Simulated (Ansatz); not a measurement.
C$_{3}$H$_{8}$As (SMILES [CH2][As](C)C), doublet, at a GFN2-xTB geometry. Base run: Ansatz (an electronic-structure program) with R2SCAN/STO-3G.

Geometry (Å):
```xyz
12

C     -0.2301     1.6731    -0.4728
As    -0.0317     0.0370     0.4243
C      1.6455    -0.5928    -0.4176
C     -1.3284    -1.0532    -0.5996
H      0.5721     2.3970    -0.4308
H     -1.2121     2.1208    -0.5400
H      1.8638    -1.6113    -0.1022
H      2.4731     0.0471    -0.1175
H      1.5499    -0.5647    -1.5013
H     -2.3399    -0.6980    -0.4121
H     -1.1174    -0.9776    -1.6646
H     -1.2657    -2.0958    -0.2938
```
Charge 0, spin multiplicity 2.
Orbitals are unrestricted.
All else is at Ansatz's defaults.
Base energy -2328.27841 Eh.

The base run was repeated with changes; each row names its change, and settings that it needs were set with it.

```
change                                                            ΔE vs base (µEh)
----------------------------------------------------------------  ----------------
base                                                                           0.0
forces = on                                                                    0.0
final_grid = 14, 28, 59                                                        1.7
fitting.mean_field = cc-pVTZ-JKFIT                                           -2447
nuclear_model = gaussian                                                      6737
accuracy = high                                                                3.1
point_charge = charge:0.5 position_ang:-0.0504, -5.6711, -0.4712               691
lower_state_search = light                                                     0.0
fitting.mean_field = def2-universal-JKFIT                                    -2597
final_grid = 6, 12, 29                                                       -1931
lower_state_search = off                                                       0.0
```
